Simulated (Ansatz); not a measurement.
Br$_{3}$In, triplet, at a GFN2-xTB geometry (such geometries of metal compounds can be far from the true shape) (a higher spin typed on purpose: for a closed-shell molecule this is an excited state) (core potentials on In). Base run: Ansatz (an electronic-structure program) with R2SCAN/def2-TZVP.

Input for Ansatz:
Ansatz 0.2 input:
```yaml
crystal:
  periodic: [false, false, false]
  atoms:
    - {symbol: In, position_ang: [-0.31221422, 0.34829714, 0.72257890]}
    - {symbol: Br, position_ang: [-1.81727600, -1.60136639, -0.49182942]}
    - {symbol: Br, position_ang: [0.13534756, 2.03252745, -1.39974133]}
    - {symbol: Br, position_ang: [2.11902836, -0.91877705, 0.87996029]}
basis:
  gaussian:
    orbitals: def2-TZVP
hamiltonian:
  xc: r2scan
magnetization: {spin_polarized: true, initial_magnetization: 2}
```

Each row names what was changed in the base input (with any setting that the change needs).

```csv
change,ΔE vs base (kcal/mol),outcome
base,0.000,converged
"final_grid = 4, 8, 17",-7.23,converged
"point_charge = charge:1.0 position_ang:-5.0344, 1.0592, -1.788",-4.19,converged
accuracy = high,-,cut at the time limit
"final_grid = 10, 20, 41",-0.010,converged
```
